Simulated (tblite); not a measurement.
C6H6FP.
SMILES with atom numbers: `[CH3:1][c:2]1[cH:3][p:4][cH:5][cH:6][c:7]1[F:8]` (hydrogens: H9, H10, H11 on C1; H12 on C3; H13 on C5; H14 on C6)

Structure optimised with GFN2-xTB, isolated species.

Question: What internal coordinates does the optimisation give?

Answer: 
| bond | length (Å) | order |
| --- | --- | --- |
| C1–C2 | 1.499 | single |
| C2–C3 | 1.382 | aromatic |
| C3–P4 | 1.735 | aromatic |
| P4–C5 | 1.733 | aromatic |
| C5–C6 | 1.378 | aromatic |
| C6–C7 | 1.382 | aromatic |
| C7–F8 | 1.356 | single |
| C2–C7 | 1.393 | aromatic |
| C1–H9, C1–H10, C1–H11 | 1.088 | single |
| C3–H12 | 1.084 | single |
| C5–H13 | 1.082 | single |
| C6–H14 | 1.082 | single |

Bonds in one row agree within 0.01 Å and their mean is given. Orders are formal, as drawn. A selection of angles:
| angle | degrees |
| --- | --- |
| C2–C1–H9 | 110.2 |
| C2–C1–H10 | 111.1 |
| H9–C1–H10 | 109.2 |
| H9–C1–H11 | 107.4 |
| C1–C2–C3 | 121.3 |
| C1–C2–C7 | 118.6 |
| C3–C2–C7 | 120.0 |
| C2–C3–P4 | 126.8 |
| C2–C3–H12 | 117.4 |
| P4–C3–H12 | 115.8 |
| C3–P4–C5 | 100.2 |
| P4–C5–C6 | 125.0 |
| P4–C5–H13 | 116.9 |
| C6–C5–H13 | 118.1 |
| C5–C6–C7 | 122.4 |
| C5–C6–H14 | 120.1 |
| C7–C6–H14 | 117.5 |
| C6–C7–F8 | 117.0 |
| C2–C7–C6 | 125.6 |
| C2–C7–F8 | 117.4 |

The 6-membered ring C2–C3–P4–C5–C6–C7 has internal angles of 100.2° to 126.8° (sum 720°, against 720° for a flat polygon); it is planar, 0.00 Å rms from its mean plane, widest ring torsion 0°. Of the pairs four or more bonds apart, H10···H12 is among the closest relative to their van der Waals radii: 2.32 Å, 97 % of the sum of Bondi's values. The 5 C–C bonds span 1.378 Å (C5–C6, aromatic) to 1.499 Å (C1–C2, drawn single), a spread of 0.121 Å. The 8 heavy atoms lie in one plane (0.002 Å rms).

Point group: near Cs, missed by 0.13 Å at most; the miss may be what the optimiser left on a soft mode. Its GFN2-xTB frequencies are all real (lowest 58 cm⁻¹).

These are computed values.
